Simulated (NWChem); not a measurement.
System: ZnHOF; SMILES [OH][Zn][F]

```xyz
4

Zn     0.0102    -0.0136     0.0000
F     -0.0334    -1.7576     0.0000
O     -0.0993     1.7577     0.0000
H      0.7875     2.1644     0.0000
```
Atoms are numbered in this order, from 1.

Computed with NWChem. Geometry: optimised at PBE-D3(BJ)/def2-SVP. Ions are spin-unrestricted doublets at the neutral geometry; other ion states weren't tried.

| level | vertical ionisation energy, ΔSCF (eV) | −ε(HOMO) (eV) | ΔSCF minus −ε(HOMO) (eV) |
|---|---|---|---|
| B3LYP/def2-TZVP | 11.54 | 8.56 | 2.98 |
| PBE/def2-TZVP | 11.16 | 7.12 | 4.04 |
| M06-2X/def2-TZVP | 11.74 | 10.59 | 1.15 |
| LDA (Slater exchange, VWN5)/def2-TZVP | 11.54 | 7.39 | 4.15 |
